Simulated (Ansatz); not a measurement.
Compare A (`F/C=N/[SiH3]`) with its isomer B (`C=N[SiH2]F`).

Isolated molecules relaxed with PBE0-D4/def2-TZVP in Ansatz; ΔE leaves out vibrations. CCSD(T)/CBS is the MP2 limit (def2-TZVPP, def2-QZVPP) plus CCSD(T) − MP2 in def2-TZVPP, frozen cores. Functionals use def2-TZVPP. One conformer a species, not always the lowest.

(1) Which isomer does CCSD(T)/CBS put lower? Give the gap. (Best estimate.)

(2) Give E(B) − E(A) in kJ/mol with MP2/def2-TZVPP, CCSD(T)/def2-TZVPP, PBE-D4, HF/def2-TZVPP, ωB97M-V, CCSD(T)/def2-SVP, r2SCAN-D4. (Estimate.)

(3) Does the order hold for the free energy at 298.15 K (harmonic terms from PBE0-D4)? (Estimate.)

Largest T1 diagnostic: 0.014.

Results:

(1) Computed: B, by 170.0 kJ/mol.

(2) Ansatz gave: MP2/def2-TZVPP -168.1, CCSD(T)/def2-TZVPP -163.8, PBE-D4 -142.7, HF/def2-TZVPP -169.7, ωB97M-V -158.6, CCSD(T)/def2-SVP -142.0, r2SCAN-D4 -152.8. None reverses the order clearly.

(3) Ansatz gave: Yes: G(B) − G(A) = -163.4 kJ/mol, for one conformer each.

From r2SCAN to r2SCAN0 (25 % exact exchange), in def2-TZVPP and without D4, E(B) − E(A) moves by −4.5 kJ/mol. Leaving LDA and LC-ωPBE aside and taking each functional with its dispersion term where it has one, the values, not all of them listed here, spread over 23.5 kJ/mol, from BHLYP-D4 to PBE-D4. LDA lies +6.5 kJ/mol from PBE without D4.
